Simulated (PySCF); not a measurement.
Compound: C4H10F3NSi2.
SMILES with atom numbers: `[CH3:1][Si@@:2]1([C:3]([F:4])([F:5])[F:6])[CH2:7][CH2:8][SiH2:9][NH:10]1` (hydrogens: H11, H12, H13 on C1; H14, H15 on C7; H16, H17 on C8; H18, H19 on Si9; H20 on N10)

Method used: PBE0-D3(BJ)/def2-SVP geometry optimisation, gas phase in PySCF.

Q: What internal coordinates does the optimisation give?

A: 
```csv
bond,length (Å)
C1–Si2,1.865
Si2–C3,1.934
"C3–F4, C3–F5, C3–F6",1.347
Si2–C7,1.886
C7–C8,1.543
C8–Si9,1.893
Si9–N10,1.749
Si2–N10,1.735
"C1–H11, C1–H12, C1–H13",1.101
C7–H14,1.102
C7–H15,1.104
C8–H16,1.104
C8–H17,1.102
Si9–H18,1.498
Si9–H19,1.497
N10–H20,1.014
```

Bonds in one row agree within 0.01 Å and their mean is given. A selection of angles:
```csv
angle,degrees
Si2–C1–H11,110.5
H11–C1–H12,108.6
H11–C1–H13,108.2
C1–Si2–C3,106.0
C1–Si2–C7,117.5
C1–Si2–N10,115.3
C3–Si2–C7,108.9
C3–Si2–N10,109.3
C7–Si2–N10,99.5
Si2–C3–F4,112.1
F4–C3–F5,106.8
Si2–C7–C8,108.4
Si2–C7–H14,113.0
Si2–C7–H15,106.5
C8–C7–H14,112.3
C8–C7–H15,110.1
H14–C7–H15,106.4
C7–C8–Si9,108.0
C7–C8–H16,110.3
C7–C8–H17,112.0
Si9–C8–H16,107.0
Si9–C8–H17,112.9
H16–C8–H17,106.5
C8–Si9–N10,98.3
C8–Si9–H18,112.7
C8–Si9–H19,113.2
N10–Si9–H18,113.2
N10–Si9–H19,112.1
H18–Si9–H19,107.4
Si9–N10–H20,122.7
Si2–N10–Si9,114.5
Si2–N10–H20,122.7
```

Torsions: C1–Si2–C3–F4 176° (antiperiplanar); C1–Si2–C7–C8 100° (anticlinal); Si2–C7–C8–Si9 35° (synclinal); C7–C8–Si9–N10 -30°; C8–Si9–N10–Si2 14° (synperiplanar); C1–Si2–N10–Si9 -123° (anticlinal).

N10 (nitrogen bridging silicon atoms) is planar (angles 122.7°, 122.7° and 114.5°, sum 359.9°, 0.03 Å off the plane of its three neighbours). The C–Si distances run from 1.865 Å (C1–Si2, drawn single) to 1.934 Å (Si2–C3, drawn single), a spread of 0.069 Å. The 5-membered ring Si2–C7–C8–Si9–N10 has internal angles of 98.3° to 114.5° (sum 529°, against 540° for a flat polygon); it is puckered, 0.16 Å rms from its mean plane, widest ring torsion 35°. Si9 (SiH2 silicon) is distorted tetrahedral (angles from 98.3° to 113.2°). Of the pairs four or more bonds apart, F4···H15 is among the closest relative to their van der Waals radii: 2.78 Å, 104 % of the sum of Bondi's values. Si2 (four-coordinate silicon) is distorted tetrahedral (angles from 99.5° to 117.5°). All 3 C–F bonds measure 1.345 to 1.348 Å.

Point group: C1 (no symmetry element, even within 0.4 Å). PBE0-D3(BJ)/def2-SVP frequencies: not computed here. The numbers are those of one conformer.
